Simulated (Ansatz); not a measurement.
C₄H₁₀F₃GeN (`CC[N](CC)[Ge]([F])([F])[F]`). The species carries charge 0 and has multiplicity 1. The geometry is a stationary point of PBE0-D4/def2-TZVP. It is one conformer, not always the lowest.

```xyz
19

C    -0.895   -1.526    1.570
C     0.454   -1.200    0.951
N     0.427   -0.153   -0.063
C     0.184    1.198    0.419
C     0.353    2.244   -0.662
Ge    0.067   -0.597   -1.751
F     1.152    0.054   -2.902
F     0.165   -2.297   -1.919
F    -1.474   -0.137   -2.352
H    -1.592   -1.894    0.812
H    -0.785   -2.303    2.330
H    -1.344   -0.654    2.050
H     1.155   -0.874    1.730
H     0.881   -2.102    0.509
H     0.903    1.386    1.225
H    -0.817    1.290    0.860
H     1.350    2.201   -1.104
H    -0.387    2.124   -1.461
H     0.204    3.240   -0.243
```

Q: What is the dipole moment at ωB97M-V/def2-TZVPP? (An estimate is asked.)

A: The calculation gave: 3.87 D, with components (0.22, 1.22, 3.67) D in this frame, pointing from negative to positive charge.

Q: And with PBE, r2SCAN, B3LYP? (Estimate.)

A: Ansatz gave: PBE 3.78 D, r2SCAN 3.88 D, B3LYP 3.92 D.

Q: Give the Mulliken charges with ωB97M-V, PBE, B3LYP in def2-TZVPP. (Estimate.)

A: The calculation gave: 
```
atom  ωB97M-V    PBE  B3LYP
  C1    -0.28  -0.25  -0.25
  C2    -0.13  -0.03  -0.03
  N3    -0.26  -0.18  -0.25
  C4    -0.08  -0.04  -0.02
  C5    -0.36  -0.27  -0.29
 Ge6     1.03   0.89   1.05
  F7    -0.34  -0.31  -0.35
  F8    -0.34  -0.31  -0.35
  F9    -0.35  -0.32  -0.36
 H10     0.11   0.09   0.09
 H11     0.11   0.08   0.08
 H12     0.10   0.08   0.08
 H13     0.10   0.06   0.07
 H14     0.12   0.08   0.09
 H15     0.10   0.07   0.07
 H16     0.11   0.07   0.08
 H17     0.14   0.11   0.11
 H18     0.12   0.10   0.09
 H19     0.10   0.08   0.08
```

B3LYP here is the variant with VWN-RPA as its local correlation; programs differ in this.
